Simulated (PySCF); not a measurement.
## Spin-rotation constants: `InChI=1S/C2H8F2OSi3/c3-2(8-4)1-7-5-6/h1H,7-8H2,6H3/b2-1+`

Molfile (atoms numbered from 1):
```
C2H8F2OSi3
     RDKit          3D

 16 15  0  0  0  0  0  0  0  0999 V2000
    3.0142    1.1256   -1.2826 F   0  0  0  0  0  0  0  0  0  0  0  0
    3.4244   -0.0527   -0.2634 Si  0  0  0  0  0  4  0  0  0  0  0  0
    1.7909   -0.6093    0.5074 C   0  0  0  0  0  0  0  0  0  0  0  0
    1.9297   -1.6200    1.4193 F   0  0  0  0  0  0  0  0  0  0  0  0
    0.5681   -0.1476    0.2688 C   0  0  0  0  0  0  0  0  0  0  0  0
   -0.9937   -0.7963    1.1040 Si  0  0  0  0  0  4  0  0  0  0  0  0
   -2.2492    0.0477    0.5297 O   0  0  0  0  0  0  0  0  0  0  0  0
   -3.3236    0.9900   -0.2277 Si  0  0  0  0  0  4  0  0  0  0  0  0
    4.3134    0.5604    0.7109 H   0  0  0  0  0  0  0  0  0  0  0  0
    4.0267   -1.0920   -1.0832 H   0  0  0  0  0  0  0  0  0  0  0  0
    0.4935    0.6509   -0.4551 H   0  0  0  0  0  0  0  0  0  0  0  0
   -0.9598   -0.5498    2.5445 H   0  0  0  0  0  0  0  0  0  0  0  0
   -1.2291   -2.1953    0.7483 H   0  0  0  0  0  0  0  0  0  0  0  0
   -3.0094    0.9563   -1.6556 H   0  0  0  0  0  0  0  0  0  0  0  0
   -3.1730    2.3345    0.3262 H   0  0  0  0  0  0  0  0  0  0  0  0
   -4.6307    0.4065    0.0645 H   0  0  0  0  0  0  0  0  0  0  0  0
  1  2  1  0
  2  3  1  0
  3  4  1  0
  3  5  2  0
  5  6  1  0
  6  7  1  0
  7  8  1  0
  2  9  1  0
  2 10  1  0
  5 11  1  0
  6 12  1  0
  6 13  1  0
  8 14  1  0
  8 15  1  0
  8 16  1  0
M  END
```

Level of theory: GIAO B97-2/pcSseg-1 magnetisability, rotational g tensor and spin-rotation constants, non-relativistic, gas phase in PySCF 2.14.0. Geometry: GFN2-xTB.

Question: Give the nuclear spin-rotation constants along the inertial axes (H = +C I·J) beside the isotropic shieldings.

Answer: Rotational constants 2.0900, 0.4540, 0.3780 GHz. A star marks the isotopologue with that one atom substituted, in its own axes.
```
atom  isotope  Caa (kHz)  Cbb (kHz)  Ccc (kHz)  mean (kHz)  σ (ppm)
  F1      19F      0.417      0.238      0.174       0.277    403.2
  F4      19F      4.076      0.560      0.144       1.593    264.3
  H9       1H     -0.092     -0.044      0.004      -0.044     26.7
 H10       1H     -0.097     -0.044      0.004      -0.045     26.7
 H11       1H     -0.182      0.047     -0.052      -0.063     25.7
 H12       1H     -0.180     -0.020      0.005      -0.065     26.3
 H13       1H     -0.179     -0.021      0.006      -0.065     26.3
 H14       1H     -0.158     -0.014     -0.007      -0.060     26.8
 H15       1H     -0.184     -0.031      0.012      -0.068     26.8
 H16       1H      0.042     -0.028     -0.031      -0.006     26.8
 Si2    29Si*     -1.369     -0.242     -0.226      -0.613    378.9
  C3     13C*      0.712      0.249      0.103       0.355      6.8
  C5     13C*      0.597      0.227      0.054       0.293     59.4
 Si6    29Si*     -1.164     -0.258     -0.230      -0.551    395.3
  O7     17O*     -0.150     -0.029     -0.005      -0.061    336.3
 Si8    29Si*     -1.160     -0.249     -0.227      -0.545    400.4
```
For the geometry as given, no vibrational averaging.

Question: How do the rotational constants and the g tensor change when H9, H10, H11, H12, H13, H14, H15, H16 are replaced by deuterium?

Answer: Constants 1.8985, 0.4192, 0.3520 GHz; g -0.0488, -0.0087, -0.0080, against -0.0538, -0.0094, -0.0086 before.
